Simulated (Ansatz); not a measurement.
`C[SiH](Cl)N=C=O` + H₂O → `C[SiH](O)Cl` + `N=C=O`  (formal hydrolysis of the Si–N bond)

Gas-phase electronic energies from Ansatz, PBE0-D4/def2-TZVP geometries. CBS: MP2 limit from def2 TZ/QZ plus the TZ coupled-cluster correction, frozen cores. This one scheme is used for every species. Functionals use def2-TZVPP. HSE06 is defined as in plane-wave codes. One conformer a species, not always the lowest.

`C[SiH](Cl)N=C=O`:

```xyz
10

C     0.907    0.892   -1.005
Si    0.502   -0.167    0.452
Cl    0.462    0.979    2.156
N    -1.031   -0.884    0.229
C    -2.116   -1.258    0.566
O    -3.179   -1.637    0.844
H     0.165    1.685   -1.120
H     0.916    0.289   -1.916
H     1.890    1.351   -0.881
H     1.484   -1.248    0.674
```

H₂O:

Z-matrix (Å, degrees):
```
O
H 1 0.960
H 1 0.960 2 105.1
```

`C[SiH](O)Cl`:

Cartesian coordinates in Å:
```
C -0.259 0.933 0.689
Si 0.152 -0.255 -0.671
O -0.523 -1.732 -0.465
Cl 2.209 -0.430 -0.742
H 0.187 1.910 0.490
H -1.342 1.056 0.768
H 0.121 0.579 1.650
H -0.308 0.205 -1.996
H -0.238 -2.266 0.278
```

`N=C=O`:

Cartesian coordinates in Å:
```
N -0.512 0.558 -0.115
C 0.302 -0.224 0.317
O 1.072 -0.907 0.854
H -0.862 0.573 -1.056
```

Question: Is it downhill or uphill in electronic energy at CCSD(T)/CBS, and by how much? (Best estimate.)

Answer: Ansatz gave: Nearly level: ΔE = -0.02 eV.

Question: What do these levels give: revPBE-D4, r2SCAN-D4, ωB97M-V, revPBE, PBE0, HSE06, CAM-B3LYP, CCSD/def2-SVP, HF/def2-TZVPP, SCS-MP2/def2-QZVPP, HF/CBS(def2), CCSD/CBS(def2)? (Estimate.)

Answer: Ansatz gave: revPBE-D4 -0.04, r2SCAN-D4 -0.09, ωB97M-V -0.07, revPBE -0.09, PBE0 -0.06, HSE06 -0.06, CAM-B3LYP -0.10, CCSD/def2-SVP 0.00, HF/def2-TZVPP -0.04, SCS-MP2/def2-QZVPP -0.01, HF/CBS(def2) -0.04, CCSD/CBS(def2) -0.02 eV.

Largest T1 diagnostic among the species: 0.018.

From r2SCAN to r2SCAN0 (25 % exact exchange), in def2-TZVPP and without D4, ΔE moves by +0.03 eV. The D4 term adds +0.05 eV with B3LYP and +0.03 eV with PBE0; it sums over pairs of atoms, weighted by their polarisabilities, and B3LYP, whose exchange is more repulsive, gets the larger term. Leaving LDA and LC-ωPBE aside and taking each functional with its dispersion term where it has one, the values, not all of them listed here, spread over 0.07 eV, from r2SCAN-D4 to BHLYP-D4.

B3LYP here is the variant with VWN-RPA as its local correlation; programs differ in this.
